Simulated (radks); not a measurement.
Question: Excited configurations of Yb XLIX: one electron is placed in a higher orbital outside [Ar] 3d3. The ground configuration is [Ar] 3d4. All-electron calculation, scalar-relativistic Kohn-Sham, SCAN, spin-polarised, spherical densities, finite nucleus; open shells are filled with parallel spins first (spin-orbit coupling, left out, can overturn this in heavy ions); meta-GGA in the generalised Kohn-Sham scheme; Fermi nuclear charge, rms radius 5.3108 fm. Program: a radial shooting solver on a logarithmic mesh with Libxc functionals. Excitation = E - E(ground); binding = E(ion) - E, where the ion is the core of charge +49; n* = 49/sqrt(2 binding) in atomic units. These energies are relativistic, and a one-electron ion of charge +49 with no core already has n* below n in this formula (scalar-relativistic equation, point nucleus: 4p 3.969, 4d 3.986, 5d 4.984, 5f 4.991, 6f 5.990, 7d 6.981, 7f 6.989). The quantum defect is therefore taken as that value minus n*, so that it holds no relativistic shift of the bare ion.

outer orbital  excitation (eV)  binding (eV)     n*  quantum defect  eigenvalue (eV)  <r> (bohr)
4p                      1821.4        2401.0  3.689           0.281          -2379.6      0.3992
4d                      1978.2        2244.2  3.815           0.171          -2219.6      0.3859
5d                      2814.9        1407.5  4.818           0.166          -1393.9      0.6504
6f                      3288.9        933.54  5.915           0.074          -924.11      0.9474
7d                      3519.4        703.01  6.817           0.164          -696.98       1.362
7f                      3538.9        683.48  6.913           0.075          -677.07       1.340

Estimate the row for 5f.

Answer: excitation (eV) 2872.5; binding (eV) 1349.9; n* 4.919; quantum defect 0.072; eigenvalue (eV) -1334.6; <r> (bohr) 0.6164. The Delta-SCF ionisation energy is 4222.4 eV (NIST Atomic Spectra Database: 4238 eV, theoretical). Self-interaction in the functional shifts the binding energies and quantum defects, so they are the method's values and not measured ones. Open shells are spherical and high-spin; term and fine-structure splittings are not resolved. Spin-orbit splitting is averaged out at the scalar-relativistic level.
